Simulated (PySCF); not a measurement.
C⁺ (carbon, charge +1): UHF calculation

Configuration: [He] 2s1 2p1 3s1, high-spin 4P determinant (an excited configuration). Calculation: PySCF 2.14, in aug-cc-pwCVDZ (5s4p2d, 27 functions); the non-relativistic Hamiltonian (point nucleus).

| Quantity | Value |
| --- | --- |
| Total energy | -36.595934 hartree |
| One-electron energy | -45.3932 hartree |
| Hartree (Coulomb) energy | 13.4003 hartree |
| Exchange energy | -4.6030 hartree |
| Kinetic energy | 36.54832 hartree |
| ⟨S²⟩ | 3.7500 |
| ⟨L²⟩ | 2.018 |
| Sum of ⟨r⟩ | 7.491 bohr |
| Sum of ⟨r²⟩ | 24.98 bohr² |
| Traceless quadrupole moment −½Σ⟨3z² − r²⟩ along its main axis | -0.526 e·bohr² |
| Density at the nucleus (Gaussians lack the cusp) | 121 bohr⁻³ |
| Spin density at the nucleus | 4.33 bohr⁻³ |
| Langevin diamagnetic susceptibility | -19.8 ×10⁻⁶ cm³/mol |

| shell | electrons | mean orbital energy (hartree) | rms radius, mean of both spins (bohr) |
| --- | --- | --- | --- |
| 1s α | 1 | -12.36462 | 0.311 |
| 1s β | 1 | -12.24842 | 0.311 |
| 2s α | 1 | -1.56834 | 1.47 |
| 2p α | 1 | -1.25220 | 1.47 |
| 3s α | 1 | -0.36506 | 4.53 |

The outer electron is Rydberg-like, and this basis confines it to a smaller radius and binds it less than a complete one would.

Spin-orbit constants ζ (cm⁻¹) from the X2C one-electron operator on these orbitals (non-relativistic here): bare nucleus, nucleus screened by l(l+1)(2l+1)/3 electrons, and screened by the Breit-Pauli mean field of the electrons.

```csv
shell,bare,screened nucleus,mean field
2p,88.20,58.80,47.21
```

To first order the Landé constant is A = 15.74 cm⁻¹, so the lowest level has J = 1/2 and lies 0.00488 eV below the centre of the term. This holds in LS coupling only.
